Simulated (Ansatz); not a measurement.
Consider the formal exchange of groups at a C–In bond: `C[CH2][InH][OH]` + `C#CF` → `CCC#CF` + `[OH][InH2]`.

Program: Ansatz. Geometries: PBE0-D4/def2-TZVP. ΔE: electronic, gas phase. CCSD(T)/CBS adds triple-zeta CCSD(T) − MP2 to the extrapolated MP2 energy (def2 sets, frozen cores). This one scheme is used for every species. DFT in def2-TZVPP. def2 core potentials past Kr. For In outer-core shells are correlated without core-valence functions, which leaves a few kJ/mol of doubt a bond. Each species was taken in one conformer, which may not be the lowest.

`C[CH2][InH][OH]`:

Z-matrix (Å, degrees):
```
C
C 1 1.523
H 1 1.093 2 112.0
H 1 1.093 2 112.0 3 120.1
H 1 1.095 2 111.5 3 -120.0
In 2 2.159 1 115.7 3 -60.0
H 2 1.094 1 111.0 3 178.7
H 2 1.094 1 111.0 3 61.2
O 6 2.001 2 114.8 1 -179.8
H 6 1.713 2 134.8 1 0.2
H 9 0.959 6 113.6 2 0.0
```

`C#CF`:

Cartesian coordinates in Å:
```
C -0.178 0.574 -0.242
C 0.149 -0.482 0.204
F 0.498 -1.607 0.679
H -0.469 1.515 -0.640
```

`CCC#CF`:

```xyz
10

C     0.781   -0.411   -1.008
C     0.462   -0.283    0.478
C    -0.786    0.425    0.732
C    -1.814    1.008    0.911
F    -2.910    1.631    1.113
H    -0.007   -0.958   -1.528
H     0.871    0.572   -1.472
H     1.722   -0.947   -1.150
H     0.405   -1.277    0.934
H     1.276    0.240    0.990
```

`[OH][InH2]`:

Z-matrix (Å, degrees):
```
In
O 1 1.991
H 1 1.715 2 114.8
H 1 1.705 2 111.5 3 -180.0
H 2 0.959 1 113.4 3 0.0
```

```csv
level,ΔE (kcal/mol)
CAM-B3LYP-D4,-3.6
HF/CBS(def2),-5.6
```

Question: What does CCSD(T)/CBS give? (An estimate is asked.)

Answer: The calculation gave: -0.2 kcal/mol. The listed levels differ from it by -3.4, -5.4 kcal/mol.

Question: What do rigid-rotor, harmonic-oscillator terms from PBE0-D4/def2-TZVP frequencies (298.15 K, 1 bar) make of the CCSD(T)/CBS value? (Estimate.)

Answer: The calculation gave: ΔZPE = -0.7 kcal/mol, ΔH = -1.4 kcal/mol, ΔS = -4 J/(mol·K), ΔG = -1.1 kcal/mol. Modes under 50 cm⁻¹ make the entropy rough.

Largest T1 diagnostic among the species: 0.017.

From PBE to PBE0 (25 % exact exchange), in def2-TZVPP and without D4, ΔE moves by −0.8 kcal/mol. At CCSD(T), def2-SVP lies −4.4 kcal/mol from the extrapolated value and def2-TZVPP −0.8 kcal/mol.
